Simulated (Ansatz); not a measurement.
`[SiH3]B[CH2][SnH3]` + `C#N` → `N#[C][SnH3]` + `CB[SiH3]` at 500 K and 1 bar (formal exchange of groups at the Sn–C bond).

Gas-phase electronic energies from Ansatz, PBE0-D4/def2-TZVP geometries. CCSD(T)/CBS adds triple-zeta CCSD(T) − MP2 to the extrapolated MP2 energy (def2 sets, frozen cores). This one scheme is used for every species. def2 core potentials past Kr. For Sn outer-core shells are correlated without core-valence functions, which leaves a few kJ/mol of doubt a bond. One conformer a species, not always the lowest.

```csv
species,CCSD(T)/CBS energy (Eh),H − E (kJ/mol),S (J/(mol·K))
`[SiH3]B[CH2][SnH3]`,-571.32551,278.3,471.3
`C#N`,-93.32098,60.1,220.8
`N#[C][SnH3]`,-308.54194,106.1,334.4
`CB[SiH3]`,-356.10570,230.4,372.1
```

H − E and S are ideal-gas, rigid-rotor, harmonic terms from PBE0-D4/def2-TZVP, for one conformer and one mirror image of each species. 1 Eh = 2625.50 kJ/mol, R = 8.31446 J/(mol·K).

**Question.** By hand: ΔE, ΔH, ΔS and ΔG.

**Answer.** ΔE = (-308.54194) + (-356.10570) − (-571.32551) − (-93.32098) = -0.00115 Eh = -3.0 kJ/mol. Δ(H − E) = 106.1 + 230.4 − 278.3 − 60.1 = -1.9, so ΔH = -4.9 kJ/mol. ΔS = 334.4 + 372.1 − 471.3 − 220.8 = 14.4 J/(mol·K). ΔG = -4.9 − 500 × (14.4)/1000 = -12.1 kJ/mol.

**Question.** By hand: the equilibrium constant, and the temperature at which ΔG would vanish if ΔH and ΔS stayed fixed.

**Answer.** log₁₀ K = −ΔG/(RT ln 10) = 1.3. ΔH and −TΔS have one sign here, so there is no such temperature. One of them is within its doubt of zero, so this could turn.

TΔS isn't small against ΔH here. A doubt of 5 kJ/mol in ΔE shifts log₁₀ K by 0.5 here. Other conformers and mirror images would add mixing entropy, several J/(mol·K) or more a flexible species. Modes under 60 cm⁻¹, often nearly free rotors, make the harmonic entropy too high. These are equilibria of isolated gas molecules and say nothing of rates. Largest T1 diagnostic: 0.014 (customary marks: 0.02 for closed shells, 0.045 for open ones).
